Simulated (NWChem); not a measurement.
System: C$_{5}$H$_{5}$ cation

```xyz
10

C     -1.1652    -0.0017     0.0000
C     -0.3546     1.2067     0.0000
C      0.9412     0.7919     0.0000
C      0.9431    -0.7891     0.0000
C     -0.3518    -1.2076     0.0000
H     -2.2712    -0.0029     0.0000
H     -0.7410     2.2335     0.0000
H      1.8542     1.4068     0.0000
H      1.8574    -1.4022     0.0000
H     -0.7347    -2.2356     0.0000
```
Atoms are numbered in this order, from 1.

Computed with NWChem. Pople sets run with spherical d functions. Geometry: optimised at PBE-D3(BJ)/def2-SVP. Level: PBE0/6-31G* with COSMO at NWChem's default radii, gas-phase geometry; rows give the dielectric constant. Reactions with the solvent are ignored.

```csv
dielectric constant,electrostatic solvation energy (kcal/mol)
1.5,-19.8
2.0,-29.7
3.9,-44.2
11.7,___
46.7,-58.2
```

### Question
Fill in the missing entries.

### Answer

- 11.7, electrostatic solvation energy (kcal/mol): -54.4
